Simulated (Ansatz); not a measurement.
`B[Si](O)(O)F` + CH₄ → `C[Si](O)(O)F` + BH₃  (formal exchange of groups at the Si–B bond)

Calculated with Ansatz (gas phase, PBE0-D4/def2-TZVP geometries, no zero-point term in ΔE). CCSD(T)/CBS is the MP2 limit (def2-TZVPP, def2-QZVPP) plus CCSD(T) − MP2 in def2-TZVPP, frozen cores. This one scheme is used for every species. Functionals use def2-TZVPP. One conformer a species, not always the lowest.

`B[Si](O)(O)F`:

Cartesian coordinates in Å:
```
B 0.211 -1.572 -0.397
Si 0.144 0.355 0.152
O -1.344 0.920 0.543
O 0.708 1.321 -1.028
F 1.064 0.467 1.462
H 0.862 -1.952 -1.323
H -0.403 -2.392 0.220
H -1.752 0.596 1.348
H 0.508 2.257 -0.978
```

CH₄:

Cartesian coordinates in Å:
```
C 0.000 0.000 0.000
H 0.452 -0.117 0.984
H 0.187 -0.894 -0.594
H 0.435 0.865 -0.499
H -1.074 0.146 0.109
```

`C[Si](O)(O)F`:

Z-matrix (Å, degrees):
```
C
Si 1 1.839
H 1 1.092 2 111.0
H 1 1.092 2 110.5 3 -120.0
H 1 1.092 2 110.5 3 120.2
O 2 1.625 1 108.4 3 176.6
O 2 1.636 1 114.9 3 -62.5
F 2 1.601 1 108.4 3 56.5
H 6 0.958 2 117.8 1 164.8
H 7 0.958 2 118.0 1 88.4
```

BH₃:

Z-matrix (Å, degrees):
```
B
H 1 1.193
H 1 1.193 2 120.0
H 1 1.193 2 120.0 3 180.0
```

CCSD(T)/CBS gives -30.1 kJ/mol.

(1) Another level gave -27.3 kJ/mol. Which?
A. BLYP-D4/def2-TZVPP
B. HF/def2-TZVPP
C. PBE/def2-TZVPP
D. r2SCAN/def2-TZVPP

Largest T1 diagnostic among the species: 0.012.

Answers

(1) D. r2SCAN -27.3, HF/def2-TZVPP -34.9, PBE -17.1, BLYP-D4 -21.9 kJ/mol.

From PBE to PBE0 (25 % exact exchange), in def2-TZVPP and without D4, ΔE moves by −6.5 kJ/mol. Leaving LDA and LC-ωPBE aside and taking each functional with its dispersion term where it has one, the values, not all of them listed here, spread over 15.3 kJ/mol, from ωB97M-V to PBE-D4. LDA lies −4.7 kJ/mol from PBE without D4.
